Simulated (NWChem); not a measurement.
System: GaBrClF; SMILES [F][Ga]([Cl])[Br]

NWChem input:

```
start job
memory heap 200 mb stack 900 mb global 1100 mb
geometry units angstroms noautoz
  Ga    -0.328405     0.467718     0.000000
  F     -2.030858     0.815965     0.000000
  Cl     1.001177     2.115370     0.000000
  Br     0.343879    -1.679404     0.000000
end
basis spherical
  * library def2-svp
end
dft
  xc xpbe96 cpbe96
  iterations 150
  vectors input atomic output neutral.movecs
end
task dft energy
charge 1
dft
  odft
  mult 2
  vectors input atomic output cation.movecs
end
task dft energy
```

Excerpt of the output:

```
             Northwest Computational Chemistry Package (NWChem) 7.3.0
             --------------------------------------------------------

 CS  symmetry detected

                             Geometry "geometry" -> ""
                             -------------------------

 Output coordinates in angstroms (scale by  1.889725989 to convert to a.u.)

  No.       Tag          Charge          X              Y              Z
 ---- ---------------- ---------- -------------- -------------- --------------
    1 Ga                  31.0000    -0.31038080     0.49457711     0.00000000
    2 F                    9.0000    -1.99313077     0.92813766     0.00000000
    3 Cl                  17.0000     1.10050855     2.07316401     0.00000000
    4 Br                  35.0000     0.25289533    -1.68368336     0.00000000

 Effective nuclear repulsion energy (a.u.)     626.5619672063

      Symmetry information
      --------------------

 Group name             Cs
 Group number              2
 Group order               2
 No. of unique centers     4

  pbe96 is a nonlocal functional; adding pw91lda local functional.

                                 NWChem DFT Module
                                 -----------------

 Summary of "ao basis" -> "ao basis" (spherical)
 ------------------------------------------------------------------------------
       Tag                 Description            Shells   Functions and Types
 ---------------- ------------------------------  ------  ---------------------
 Ga                         def2-svp                12       32   5s4p3d
 F                          def2-svp                 6       14   3s2p1d
 Cl                         def2-svp                 8       18   4s3p1d
 Br                         def2-svp                12       32   5s4p3d

      Symmetry analysis of basis
      --------------------------

        a'         67
        a"         29

            General Information
            -------------------
          SCF calculation type: DFT
          Wavefunction type:  closed shell.
          No. of atoms     :     4
          No. of electrons :    92
           Alpha electrons :    46
            Beta electrons :    46
          Charge           :     0
          Spin multiplicity:     1
          Use of symmetry is: on ; symmetry adaption is: on
          Maximum number of iterations: 150
          AO basis - number of functions:    96
                     number of shells:    38
          Convergence on energy requested:  1.00D-06
          Convergence on density requested:  1.00D-05
          Convergence on gradient requested:  5.00D-04

              XC Information
              --------------
          PerdewBurkeErnzerhof Exchange Functional  1.000
            Perdew 1991 LDA Correlation Functional  1.000 local
           PerdewBurkeErnz. Correlation Functional  1.000 non-local

             Grid Information
             ----------------
          Grid used for XC integration:  medium
          Radial quadrature: Mura-Knowles
          Angular quadrature: Lebedev.
          Tag              B.-S. Rad. Rad. Pts. Rad. Cut. Ang. Pts.
          ---              ---------- --------- --------- ---------
          Ga                  1.30      112           8.0       590
          F                   0.50       49          10.0       434
          Cl                  1.00       88          10.0       590
          Br                  1.15      112          10.0       590
          Grid pruning is: on
          Number of quadrature shells:   361
          Spatial weights used:  Erf1

      Superposition of Atomic Density Guess
      -------------------------------------

 Sum of atomic energies:       -5053.67770015

      Non-variational initial energy
      ------------------------------

 Total energy =   -5054.131249
 1-e energy   =   -8291.847105
 2-e energy   =    2611.153889
 HOMO         =      -0.408395
 LUMO         =      -0.047959

      Symmetry analysis of molecular orbitals - initial
      -------------------------------------------------

  Numbering of irreducible representations:

     1 a'          2 a"

  Orbital symmetries:

     1 a'          2 a'          3 a'          4 a'          5 a'
     6 a'          7 a"          8 a'          9 a'         10 a'
    11 a"         12 a'         13 a'         14 a'         15 a'
    16 a'         17 a"         18 a'         19 a'         20 a"
    21 a'         22 a'         23 a'         24 a"         25 a'
    26 a'         27 a"         28 a'         29 a"         30 a'
    31 a'         32 a'         33 a"         34 a"         35 a'
    36 a'         37 a'         38 a'         39 a'         40 a"
    41 a'         42 a'         43 a"         44 a'         45 a"
    46 a'         47 a'         48 a"         49 a'         50 a'
    51 a'         52 a'         53 a"         54 a'         55 a"
    56 a"

   convergence    iter        energy       DeltaE   RMS-Dens  Diis-err
 ---------------- ----- ----------------- --------- --------- ---------
 d= 0,ls=0.0,diis     1  -5057.3411104844 -5.68D+03  2.72D-02  1.03D+00
 d= 0,ls=0.0,diis     2  -5056.6979649944  6.43D-01  1.83D-02  7.90D+00
 d= 0,ls=0.0,diis     3  -5057.4385357658 -7.41D-01  5.99D-03  2.03D-01
 d= 0,ls=0.0,diis     4  -5057.4517609679 -1.32D-02  2.91D-03  7.42D-02
 d= 0,ls=0.0,diis     5  -5057.4616405663 -9.88D-03  5.04D-04  9.52D-03
  Resetting Diis
 d= 0,ls=0.0,diis     6  -5057.4622594257 -6.19D-04  8.08D-05  1.71D-04
 d= 0,ls=0.0,diis     7  -5057.4622719831 -1.26D-05  6.25D-05  6.02D-06
 d= 0,ls=0.0,diis     8  -5057.4622690408  2.94D-06  3.77D-05  3.61D-05
 d= 0,ls=0.0,diis     9  -5057.4622727522 -3.71D-06  6.15D-06  3.04D-07
 d= 0,ls=0.0,diis    10  -5057.4622727850 -3.28D-08  2.07D-06  6.12D-08

[...]
```

Level: PBE/def2-SVP, vertical spin-unrestricted ions. Geometry: optimised at PBE0/def2-SVP.
